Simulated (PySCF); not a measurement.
All values below come from PBE-D3(BJ)/def2-TZVP in PySCF. All species are isolated molecules in the gas phase. One relaxed conformer stands for a flexible species; it need not be the lowest. 

Reference species (SMILES): `[GeH3]` (neutral, multiplicity 2).

- highest occupied spin orbital: -5.23 eV

Changed species: `O=[C][SeH]` (O–C–Se–H torsion 180°) (radical fragment; the reference has radical fragment).

What does the change do to the highest occupied spin orbital?

the highest occupied spin orbital hardly moves.
